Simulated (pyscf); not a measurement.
**H₃Si–Si•(SiH₃)–Cl (SMILES [SiH3][Si]([SiH3])Cl), doublet**

Gas-phase minimum from PySCF at ωB97X-D3(BJ)/def2-SVP, one conformer. Other isomers of H₃Si–Si•(SiH₃)–Cl were not searched in full and may lie lower. 

```xyz
10

Si     0.5412     1.2744     0.7984
Si    -1.4391     0.8092    -0.3289
Si    -1.5889    -1.2608    -1.3785
Cl    -2.9853     0.9063     1.0698
H      0.7590     0.2842     1.8948
H      0.4740     2.6449     1.3793
H      1.6737     1.1932    -0.1704
H     -2.9034    -1.3742    -2.0711
H     -0.4833    -1.3738    -2.3747
H     -1.4632    -2.3606    -0.3762
```
Charge 0, spin multiplicity 2.

Bonds (Å): Si1–Si2 2.326, Si1–H5 1.493, Si1–H6 1.490, Si1–H7 1.493, Si2–Si3 2.326, Si2–Cl4 2.087, Si3–H8 1.490, Si3–H9 1.493, Si3–H10 1.493. Bond angles (°): Si2–Si1–H5 110.3, Si2–Si1–H6 109.5, Si2–Si1–H7 108.7, H5–Si1–H6 109.3, H5–Si1–H7 109.3, H6–Si1–H7 109.7, Si1–Si2–Si3 116.8, Si1–Si2–Cl4 107.3, Si3–Si2–Cl4 107.2, Si2–Si3–H8 109.5, Si2–Si3–H9 108.7, Si2–Si3–H10 110.3, H8–Si3–H9 109.7, H8–Si3–H10 109.3 (the first ones only).

Properties at ωB97X-D3(BJ)/def2-SVP:

```json
{
 "harmonic_wavenumbers_unscaled": "82, 95, 98, 111, 119, 366, 464, 486, 520, 556, 560, 590, 867, 903, 942, 947, 949, 952, 2237, 2241, 2249, 2252, 2264, 2265 cm⁻¹",
 "zero_point_energy": "33.0 kcal/mol",
 "rotational_symmetry_number": "1",
 "Entropy of this conformer at 298 K and 1 atm, rigid rotor and harmonic oscillator, modes under 100 cm⁻¹ raised to 100": "387.4 J/(mol K)",
 "dipole_moment": "1.40 D",
 "Spin expectation value S2": "0.753"
}
```

Single-point totals, which compare only within one level:

| level | total energy (hartree) |
|---|---|
| ωB97X-D3(BJ)/def2-TZVP | -1332.42129 |
| PBE/def2-TZVP | -1331.67877 |
| r²SCAN/def2-TZVP | -1332.21551 |
| B3LYP-D3(BJ)/def2-TZVP | -1332.42806 |
| PBE0-D3(BJ)/def2-TZVP | -1331.81641 |
| M06-2X/def2-TZVP | -1332.23288 |
| ωB97M-D3(BJ)/def2-TZVP | -1332.49351 |

Soft torsions are taken as harmonic, which can shift the entropy by several J/(mol K).
